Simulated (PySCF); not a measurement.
## How methods differ on the excitation energy of Cu⁺

Cu⁺ [Ar] 3d10 (1S) → Cu⁺ [Ar] 3d9 4s1 (3D), as a difference of total energies. Calculation: PySCF 2.14, in aug-cc-pVDZ-DK (7s6p4d2f, 59 functions); the spin-free X2C one-electron Hamiltonian (Gaussian nucleus). Correlated levels: valence: [Ar] frozen. The calculations carry no spin-orbit coupling.

| method | excitation energy (eV) |
| --- | --- |
| UHF | 0.687 |
| LDA | 2.845 |
| PBE | 2.564 |
| PBE0 | 2.260 |
| r2SCAN | 2.205 |
| BP86 | 2.523 |
| BHandHLYP | 1.838 |
| TPSSh | 2.356 |
| MP2 (valence) | 3.325 |

Task: Estimate what SCS-MP2 (valence) gives.

Result: 3.048 eV, closest to LDA among the rows shown.

Task: Estimate what wB97X gives.

Result: 2.703 eV, closest to PBE among the rows shown.

Errors of the correlated levels include the incompleteness of this basis and the frozen core.

For comparison: 2.808 eV (measured; NIST levels, between the centres of gravity of the two terms).
